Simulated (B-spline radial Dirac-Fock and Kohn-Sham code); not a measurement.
These are calculated numbers from a B-spline atomic structure program; the model is Dirac-Fock energy differences between relaxed states, corrected for Breit and QED terms. Two-hole levels are in intermediate coupling, intensities from independent-particle Coulomb rates.

Question: These computed lines form the K-LL Auger spectrum of a free neutral atom. Which element, and how are the lines assigned?

```tsv
kinetic energy (eV)	relative intensity
37772.5	27
38269.4	38
38309.2	5
38712.7	6
39154.6	31
39226.9	7
39641.8	100
40526.4	5
40571.8	35
```

Answer: Er ([Xe] 4f12 6s2). From low to high energy: K-L1L1 ¹S0, K-L1L2 ³P1, K-L1L2 ³P0, K-L2L2 ³P0, K-L1L3 ¹P1, K-L1L3 ³P2, K-L2L3 ¹D2, K-L3L3 ¹S0, K-L3L3 ³P2. The labels give the leading jj configuration and the leading LS term by weight; in heavy atoms the literature often keeps the label of the LS limit instead.
